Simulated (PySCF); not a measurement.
# Scalar relativity in Al⁻ (aluminium, charge -1)

[Ne] 3s2 3p2, high-spin 3P determinant; UHF calculated with PySCF 2.14 in dyall-acv3z (19s12p6d4f, 113 functions), once non-relativistic with a point nucleus and once with spin-free X2C-1e and a Gaussian nucleus.

| shell | ε non-rel. (eV) | ε X2C (eV) | rms r non-rel. (bohr, spins averaged) | rms r X2C (bohr, spins averaged) | change of radius (%) |
| --- | --- | --- | --- | --- | --- |
| 1s α | -1586.6 | -1589.9 | 0.1395 | 0.1390 | -0.34 |
| 1s β | -1586.5 | -1589.8 | 0.1395 | 0.1390 | -0.34 |
| 2s α | -128.32 | -128.82 | 0.6775 | 0.6757 | -0.27 |
| 2s β | -128.24 | -128.74 | 0.6775 | 0.6757 | -0.27 |
| 2p α | -82.375 | -82.338 | 0.6745 | 0.6741 | -0.05 |
| 2p β | -82.153 | -82.117 | 0.6745 | 0.6741 | -0.05 |
| 3s α | -6.854 | -6.881 | 2.989 | 2.982 | -0.23 |
| 3s β | -4.496 | -4.535 | 2.989 | 2.982 | -0.23 |
| 3p α | -0.613 | -0.607 | 5.152 | 5.163 | 0.21 |

The total energy goes from -241.8811 to -242.3177 hartree.

Relativity contracts and stabilises s shells directly. The contracted s shells screen the nucleus better, so for spin-averaged p shells the direct and indirect effects partly cancel.
